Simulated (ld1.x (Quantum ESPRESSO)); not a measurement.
# In (Z = 49): variants of one TM potential

Base potential:

* Element: indium
* Generator: ld1.x (Quantum ESPRESSO) 7.5
* Type: norm-conserving Troullier–Martins (Kleinman–Bylander form)
* Functional: BP86
* Relativity: scalar-relativistic
* Frozen core: [Kr]
* Valence charge: 13
* Reference configuration: 4d10 5s2 5p0.5 (charge +0.5)
* Partial waves: 5s (bound): rc 2.15 bohr; 5p (bound): rc 2.65 bohr; 4d (bound): rc 1.35 bohr
* Local potential: all-electron potential smoothed inside 2.40 bohr (lloc = -1)
* Core correction: Bessel-smoothed model core, default radius (core density twice the valence density)

Cutoffs, loose and tight: the cutoffs (Ry, on a coarse ladder) from which the occupation-weighted sum of valence levels, in a spherical-Bessel basis at the reference potential, stays within 10 and 1 mRy of its value at 400 Ry. They do not see the model core or the augmentation charge, which bear on the density cutoff. Test errors are all-electron minus pseudo excitation energies from the reference, over the configurations 4d10 5s2 5p1; 4d10 5s2 5p0; 4d10 5s1 5p0; 4d9 5s2 5p1; 4d9 5s2 5p2; 4d10 5s1 5p2; 4d9 5s0 5p0. A dash means not determined; rows that change the core or the reference have their own tests. The largest error is taken over the tests solved by every variant that gives reliable tests at all: 4d10 5s1 5p0; 4d10 5s1 5p2; 4d10 5s2 5p0; 4d10 5s2 5p1; 4d9 5s0 5p0.

A true bound ghost makes a file unfit for plane-wave use even where its test errors are small: the radial tests pick states by their node count and pass the ghost by. Where a test does run into it, the solver fails or the error is huge.

The default core radius of the base comes out at 0.68 bohr.

On the changes marked as counting shells twice: ld1.x takes every shell without a wave as core, so the model core holds the marked electrons as well and exchange and correlation see them twice. This cancels in the reference configuration, but the file is broken for other ones, and its errors say nothing about a proper core correction.

```csv
change,outcome,"cutoff, loose","cutoff, tight",bound ghosts,largest test error (meV)
base,generated,90 Ry,140 Ry,none,-194
reference 4d10 5s2 5p1,generated,90 Ry,140 Ry,none,-210
"core [Ar] 3d10, valence charge 21; reference 4s2 4p6 4d10 5s1.5 5p1.5; waves now 4s (bound): rc 1.25 bohr; 4p (bound): rc 1.30 bohr; 4d (bound): rc 1.65 bohr; local potential the d channel; core correction Bessel-smoothed model core inside 0.65 bohr (5p, 5s counted twice)","generated, misses its reference levels by 0.77 eV",110 Ry,160 Ry,none,-3364 over the solved tests; 1 of 7 tests not solved or not reliable
local potential the s channel,generated,90 Ry,140 Ry,none,-293
core correction Bessel-smoothed model core inside 1.42 bohr,generated,90 Ry,140 Ry,none,-193
functional PBE,generated,90 Ry,140 Ry,none,-204
local potential all-electron potential smoothed inside 1.36 bohr (lloc = -1),generated,90 Ry,140 Ry,"s, p",-69
wave 5p (bound): rc 2.65 bohr becomes 5p (bound): rc 2.86 bohr,generated,90 Ry,140 Ry,none,-200
```

Q: What comes out with this change to the base: all radii but the core radius scaled by about 1.13 (s 2.42, p 2.98, d 1.52 bohr); local potential all-electron potential smoothed inside 2.70 bohr (lloc = -1)?

A: outcome: generated; cutoff, loose: 80 Ry; cutoff, tight: 140 Ry; bound ghosts: none; largest test error (meV): -310.

Q: What comes out with this change to the base: wave 5s (bound): rc 2.15 bohr becomes 5s (bound): rc 1.32 bohr?

A: outcome: generated; cutoff, loose: 140 Ry; cutoff, tight: 300 Ry; bound ghosts: s; largest test error (meV): -463.

Q: What comes out with this change to the base: type ultrasoft; waves now 5s (bound): rcut 1.85, rcutus 2.15 bohr; 5s channel at 1.3 Ry: rcut 1.85, rcutus 2.15 bohr; 5p (bound): rcut 2.30, rcutus 2.65 bohr; 5p channel at 0.15 Ry: rcut 2.30, rcutus 2.65 bohr; 4d (bound): rcut 1.15, rcutus 1.35 bohr; 4d channel at 1.65 Ry: rcut 1.15, rcutus 1.35 bohr; local potential all-electron potential smoothed inside 1.95 bohr (lloc = -2); augmentation built from norm-conserving waves at rcut, not smoothed further?

A: outcome: generated; cutoff, loose: 80 Ry; cutoff, tight: 140 Ry; bound ghosts: none; largest test error (meV): -85.
